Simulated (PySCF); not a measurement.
## Stationary points of TaS₃⁻

Method: PySCF, PBE0, basis Ta def2-SVPD with ECP60, S def2-SVPD (scalar-relativistic core potentials, no spin–orbit coupling, density fitting).

Relaxations began from a few typed shapes. The search is not exhaustive: other isomers or separated fragments can lie lower, and high-lying points may rest on an excited occupation.

Order these stationary points by electronic energy, lowest first, in kJ/mol from the lowest minimum.
A. singlet D3h: Ta–S 2.235 Å (×3); S–Ta–S 120.0° (×3)
B. singlet C3v: Ta–S 2.223 Å (×3); S–Ta–S 112.8° (×3)

B (0.0), A (12.8).

Which of them are minima?

By energy in kJ/mol, 0.0: minimum; 12.8: saddle point, 1 imaginary mode.

Formally Ta is in oxidation state +5, d0. A d0 centre has no lone pair, yet it is C3v rather than trigonal planar: covalent bonding through the d orbitals favours lower symmetry. The polar-tensor charge on Ta, 1.42, is far below the formal one.

For the lowest minimum: the lowest empty level of this anion is unbound, so it and the gap depend on the basis. With an element this heavy the missing spin–orbit coupling can shift these numbers.
